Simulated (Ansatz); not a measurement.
A run on CH6AsBOSi (`O=CB([SiH3])[AsH2]`) with other settings.

```yaml
crystal:
  periodic: [false, false, false]
  atoms:
    - {symbol: O, position_ang: [-0.853446, 0.847735, 1.986219]}
    - {symbol: C, position_ang: [-0.537755, 1.189907, 0.971592]}
    - {symbol: B, position_ang: [0.114346, 0.271714, 0.076029]}
    - {symbol: Si, position_ang: [-0.895312, -0.868584, -0.973963]}
    - {symbol: As, position_ang: [1.930174, 0.344267, -0.103570]}
    - {symbol: H, position_ang: [-0.720847, 2.158970, 0.681471]}
    - {symbol: H, position_ang: [-0.131519, -1.511984, -1.909597]}
    - {symbol: H, position_ang: [-1.447003, -1.796827, -0.131279]}
    - {symbol: H, position_ang: [-1.906506, -0.200984, -1.612596]}
    - {symbol: H, position_ang: [2.201749, -1.017141, -0.189254]}
    - {symbol: H, position_ang: [2.306195, 0.530484, 1.223902]}
basis:
  gaussian: {orbitals: aug-cc-pVDZ}
hamiltonian: {xc: {name: B3LYP}, dispersion: d3bj}
output: {forces: true}
```

```sh
$ ansatz run in.yaml --threads 4 --pin off --events-out ev --progress --plain --max-ram 10444MiB
```

Output, abridged:

```
Functional definition: B3LYP
1896 factors; integrals over basis functions are off by at most 6.2e-4 eV
mean field evaluation 1: about -72563.7014 eV, gradient 6.3e1 eV
mean field evaluation 2: about -72495.8620 eV, gradient 1.4e2 eV
mean field evaluation 4: about -72573.8222 eV, gradient 1.7e1 eV
mean field evaluation 8: about -72574.6202 eV, gradient 3.2e-1 eV
mean field evaluation 16: about -72574.6205 eV, gradient 1.1e-4 eV
mean field -72574.62050396 eV, -2667.0681106758 hartree, gradient 1.9e-5 eV, S^2 0.000000; 0 other end points of the search recorded, 0 dependent functions left out
reference -72574.62089795 eV, -2667.0681251550 hartree; 36, 36 occupied and 150, 150 virtual orbitals, 1896 factors
Total energy: -72575.17496045 eV, -2667.0884865761 hartree
Atom 0 at    -0.853446     0.847735     1.986219 Å, force    -3.772091    -4.078108    12.181538 eV/Å
Atom 1 at    -0.537755     1.189907     0.971592 Å, force     2.185860     3.144098    -7.831197 eV/Å
Atom 2 at     0.114346     0.271714     0.076029 Å, force     0.287574    -0.798387    -0.943783 eV/Å
Atom 3 at    -0.895312    -0.868584    -0.973963 Å, force    -0.067297    -0.039581    -0.301096 eV/Å
Atom 4 at     1.930174     0.344267    -0.103570 Å, force     1.975968     2.374263    -2.759027 eV/Å
Atom 5 at    -0.720847     2.158970     0.681471 Å, force    -0.679300     3.867933    -1.279275 eV/Å
Atom 6 at    -0.131519    -1.511984    -1.909597 Å, force     1.641374    -1.441044    -2.063500 eV/Å
Atom 7 at    -1.447003    -1.796827    -0.131279 Å, force    -1.219334    -2.023388     1.840037 eV/Å
Atom 8 at    -1.906506    -0.200984    -1.612596 Å, force    -2.229995     1.430176    -1.401891 eV/Å
Atom 9 at     2.201749    -1.017141    -0.189254 Å, force     0.832172    -3.040154    -0.384028 eV/Å
Atom 10 at     2.306195     0.530484     1.223902 Å, force     1.045070     0.604191     2.942221 eV/Å
Dipole moment:     0.284426     0.018498    -0.333557 e Å
```

It took 7 s on 4 threads of an Arm Neoverse V2 on a shared host, with 0.66 GiB of host memory at the peak.
